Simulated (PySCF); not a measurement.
This PySCF input asks for the NMR shieldings of `CCCCC(=O)[Si@H](N)[SiH3]`, C₅H₁₅NOSi₂; the geometry comes from GFN2-xTB.

```python
import basis_set_exchange as bse
import numpy as np
from pyscf import gto, dft
from pyscf.prop import nmr

atoms = """
C     4.151365   -0.264662   -0.254587
C     2.818002    0.388834    0.087186
C     1.639484   -0.516846   -0.257442
C     0.302816    0.105773    0.132775
C    -0.890668   -0.743530   -0.229080
O    -0.794745   -1.759515   -0.882577
Si   -2.620006   -0.130962    0.347859
N    -3.569014   -1.546404    0.139238
Si   -3.270455    1.747726   -0.835605
H     4.201895   -0.496208   -1.316151
H     4.978713    0.397011   -0.007549
H     4.273908   -1.190885    0.302590
H     2.723830    1.330256   -0.460031
H     2.793426    0.622316    1.154630
H     1.746634   -1.473079    0.259501
H     1.634486   -0.726627   -1.329057
H     0.167259    1.071380   -0.365694
H     0.262411    0.296712    1.208391
H    -2.507991    0.107733    1.799871
H    -3.180368   -2.301133   -0.404137
H    -4.572144   -1.530298    0.080784
H    -2.629882    2.962962   -0.320254
H    -4.717216    1.973380   -0.746613
H    -2.953478    1.695828   -2.267316
"""
names = dict.fromkeys(["C", "O", "Si", "N", "H"], "pcSseg-1")
basis = {el: gto.basis.parse(bse.get_basis(n, elements=[el], fmt="nwchem")) for el, n in names.items()}
mol = gto.M(atom=atoms, basis=basis, charge=0, verbose=0)
mf = dft.RKS(mol, xc="PBE0")
mf.grids.level = 2
mf.grids.alignment = dft.numint.BLKSIZE   # the property module wants whole blocks of grid points
mf.conv_tol = 1e-9
mf.kernel()

calc = nmr.RKS(mf)   # GIAO
C = mf.mo_coeff
Co = C[:, mf.mo_occ > 0]
resp = mf.gen_response(singlet=True, hermi=2)
def vind(x):   # induced exchange potential for any number of trial vectors
    d = np.einsum("pi,xij,qj->xpq", C, 2 * x.reshape(-1, C.shape[1], Co.shape[1]), Co, optimize=True)
    return np.einsum("xpq,pi,qj->xij", resp(d - d.transpose(0, 2, 1)), C, Co, optimize=True).ravel()
mo1, _ = nmr.rhf.solve_mo1(calc, with_cphf=vind)
sigma = calc.kernel(mo1)
for i, s in enumerate(sigma):   # ppm
    print("%2d %-2s %9.2f" % (i, mol.atom_pure_symbol(i), np.trace(s) / 3))
```

Question: Give the expected output.

Answer: 
```
 0 C     169.82
 1 C     159.90
 2 C     158.46
 3 C     129.18
 4 C     -61.52
 5 O    -460.32
 6 Si    402.98
 7 N     273.32
 8 Si    471.32
 9 H      30.70
10 H      30.43
11 H      30.73
12 H      30.53
13 H      30.52
14 H      30.37
15 H      29.98
16 H      29.23
17 H      28.75
18 H      26.24
19 H      31.03
20 H      32.03
21 H      28.34
22 H      28.27
23 H      28.49
```

These numbers come from an equivalent density-fitted implementation of the same equations, which agrees with the script to about 0.01 ppm for H and up to a few tenths of a ppm for heavy atoms, so last digits may differ.

Question: Turn these shieldings into chemical shifts. Chemical shifts δ = σref − σ; 13C (186.93 ppm) and 29Si (349.16 ppm) and 1H (31.72 ppm) vs TMS; 17O (336.08 ppm) vs H2O; NH3 for 15N (267.73 ppm), all at this level.

Answer: Averaging equivalent atoms: C 4: 248.4; C 3: 57.7; C 2: 28.5; C 1: 27.0; C 0: 17.1; O 5: 796.4; Si 6: -53.8; Si 8: -122.2; N 7: -5.6; H 18: 5.48; H 21/22/23: 3.35; H 17: 2.97; H 16: 2.49; H 15: 1.73; H 14: 1.34; H 13: 1.19; H 12: 1.19; H 9/10/11: 1.10; H 19/20: 0.19 ppm. Unscaled 17O shifts of doubly bonded oxygen tend to come out too high, by tens of ppm or more. Experimental scales use liquid or dissolved standards, which lie at an offset from isolated NH3 (liquid NH3: subtract about 20 ppm) and H2O (liquid H2O: subtract about 36 ppm).

Size and cost of the density-fitted run: 242 basis functions, 97 s wall time on 1 thread of an Arm Neoverse N1, shared host; peak memory 1.1 GiB.
